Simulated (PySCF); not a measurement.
# C7H12N2: full NMR table

| Quantity | Value |
| --- | --- |
| Formula | C7H12N2 |
| SMILES | CCn1nc(C)cc1C |
| Point group of the computed structure | C1 |
| Degrees of unsaturation | 3 |
| Carbon signals | 7 |
| Proton signals | 5 |

Molfile (atoms numbered from 1):
```
C7H12N2
     RDKit          3D

 21 21  0  0  0  0  0  0  0  0999 V2000
   -2.4105   -1.1599    0.2042 C   0  0  0  0  0  0  0  0  0  0  0  0
   -1.6870   -0.3028   -0.8335 C   0  0  0  0  0  0  0  0  0  0  0  0
   -0.3284   -0.0392   -0.4468 N   0  0  0  0  0  0  0  0  0  0  0  0
    0.6413   -0.8750   -0.8268 N   0  0  0  0  0  0  0  0  0  0  0  0
    1.7618   -0.4191   -0.2952 C   0  0  0  0  0  0  0  0  0  0  0  0
    3.0669   -1.0999   -0.5096 C   0  0  0  0  0  0  0  0  0  0  0  0
    1.5033    0.7438    0.4522 C   0  0  0  0  0  0  0  0  0  0  0  0
    0.1468    0.9577    0.3368 C   0  0  0  0  0  0  0  0  0  0  0  0
   -0.7090    2.0382    0.8927 C   0  0  0  0  0  0  0  0  0  0  0  0
   -1.8780   -2.0978    0.3394 H   0  0  0  0  0  0  0  0  0  0  0  0
   -3.4226   -1.3742   -0.1281 H   0  0  0  0  0  0  0  0  0  0  0  0
   -2.4587   -0.6484    1.1627 H   0  0  0  0  0  0  0  0  0  0  0  0
   -1.6484   -0.8351   -1.7870 H   0  0  0  0  0  0  0  0  0  0  0  0
   -2.2092    0.6474   -0.9758 H   0  0  0  0  0  0  0  0  0  0  0  0
    3.4751   -1.4457    0.4394 H   0  0  0  0  0  0  0  0  0  0  0  0
    2.9275   -1.9524   -1.1681 H   0  0  0  0  0  0  0  0  0  0  0  0
    3.7848   -0.4141   -0.9577 H   0  0  0  0  0  0  0  0  0  0  0  0
    2.2097    1.3395    0.9939 H   0  0  0  0  0  0  0  0  0  0  0  0
   -1.4794    1.6333    1.5487 H   0  0  0  0  0  0  0  0  0  0  0  0
   -0.0941    2.7273    1.4650 H   0  0  0  0  0  0  0  0  0  0  0  0
   -1.2007    2.5934    0.0931 H   0  0  0  0  0  0  0  0  0  0  0  0
  1  2  1  0
  2  3  1  0
  3  4  1  0
  4  5  2  0
  5  6  1  0
  5  7  1  0
  7  8  2  0
  8  9  1  0
  8  3  1  0
  1 10  1  0
  1 11  1  0
  1 12  1  0
  2 13  1  0
  2 14  1  0
  6 15  1  0
  6 16  1  0
  6 17  1  0
  7 18  1  0
  9 19  1  0
  9 20  1  0
  9 21  1  0
M  END
```

[PySCF: geometry from GFN2-xTB; shielding tensors at PBE0/pcSseg-1 (GIAO); fast rotation and ring inversion assumed for equivalent nuclei; isolated molecule; one conformer; non-relativistic]

Shifts are taken against calculated references (same method and geometry level): 1H (31.72 ppm) and 13C (186.93 ppm) vs TMS; NH3 for 15N (267.73 ppm).

```tsv
carbon	δC, type	δH (multiplicity)	HMBC from (2–3 bonds)	span of the C tensor (ppm)
C1	18.3, CH3	1.25 (t)	H13/H14	34
C2	46.5, CH2	4.05 (q)	H10/H11/H12	53
C5	150.4, C	–	H18, H15/H16/H17	176
C6	16.0, CH3	2.35 (s)	H18	31
C7	111.2, CH	5.96 (s)	H15/H16/H17, H19/H20/H21	135
C8	141.0, C	–	H18, H13/H14, H19/H20/H21	154
C9	13.1, CH3	2.32 (s)	H18	24
```

Other nuclei:
| atoms | nucleus | environment | δ (ppm) | σ (ppm) |
| --- | --- | --- | --- | --- |
| N4 | 15N | pyridine-type nitrogen of an azole | 340.8 | -73.1 |
| N3 | 15N | pyrrole-type ring nitrogen | 232.0 | 35.7 |

1. Carbon types of the structure: 2 × C, 1 × CH, 1 × CH2, 3 × CH3, which accounts for all hydrogens.
2. δC 150.4, 141.0: substituted aromatic carbon next to a ring nitrogen.
3. δC 111.2: aromatic CH.
4. δC 46.5: sp3 CH2 bonded to N; the inductive effect lowers its shielding.
5. δH 4.05: hydrogen on an sp3 CH2 bonded to N; its carbon carries N, an electronegative neighbour.
6. δH 2.35, 2.32: hydrogen on a methyl carbon on an aromatic ring; benzylic-type position, deshielded by the ring.

Shifts are as computed. Against solution values, carbons near 30 ppm lie about +3 ppm off and those near 130 ppm about +5 ppm. Of 1211 compounds with measured shifts, 218 miss one by over three times the rms of a fit or turn the order of signals round; such compounds aren't used in these exercises. Experimental scales use liquid or dissolved standards, which lie at an offset from isolated NH3 (liquid NH3: subtract about 20 ppm). Unscaled 15N shifts of sp2 nitrogen come out 20 to 40 ppm too high even then. Multiplicities follow the n + 1 count of equivalent neighbours, as no J values were calculated; m marks all less simple cases, F and P coupling included.
